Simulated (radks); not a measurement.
Results of a calculation; reference values are marked as such.
Radial electron density D(r) = 4 pi r^2 rho(r) of an atom or ion with 15 electrons. Code: a radial shooting solver on a logarithmic mesh with Libxc functionals. Model: Dirac Kohn-Sham, AM05, spin-unpolarised, spherical densities, finite nucleus; Fermi nuclear charge, rms radius of each element as measured or else 0.836 A^(1/3) + 0.57 fm.

| r (bohr) | D(r) (e/bohr) |
|---|---|
| 0.003336 | 0.4205 |
| 0.00424 | 0.6566 |
| 0.00539 | 1.017 |
| 0.006798 | 1.536 |
| 0.008642 | 2.323 |
| 0.01099 | 3.454 |
| 0.01397 | 5.027 |
| 0.01775 | 7.120 |
| 0.02239 | 9.648 |
| 0.02846 | 12.66 |
| 0.03618 | 15.74 |
| 0.046 | 18.29 |
| 0.05848 | 19.59 |
| 0.07375 | 19.14 |
| 0.09375 | 17.05 |
| 0.1192 | 14.48 |
| 0.1515 | 13.25 |
| 0.1926 | 14.57 |
| 0.2429 | 17.44 |
| 0.3088 | 19.30 |
| 0.3925 | 17.48 |
| 0.499 | 12.21 |
| 0.6344 | 6.646 |
| 0.8064 | 3.796 |
| 1.017 | 3.641 |
| 1.293 | 3.946 |
| 1.644 | 3.154 |
| 2.089 | 1.666 |
| 2.656 | 0.5563 |
| 3.35 | 0.1182 |
| 4.258 | 0.01311 |
| 5.413 | 0.0006896 |

What is the nuclear charge?

Answer. Z = 17. The innermost maximum, from 1s, lies near gamma/Z bohr with gamma = sqrt(1 - (Z/c)^2) = 0.992, here 0.0584 bohr (found: 0.0618), and its height grows with Z. The density is that of the chlorine ion Cl2+ in [Ne] 3s2 3p3; the configuration itself is not fixed sharply by these data, and Z only to about a unit. D(r) has 3 maxima, at r = 0.0618, 0.314, 1.25 bohr, and minima at 0.152, 0.909 bohr, inside which lie 2.17, 10.38 electrons.
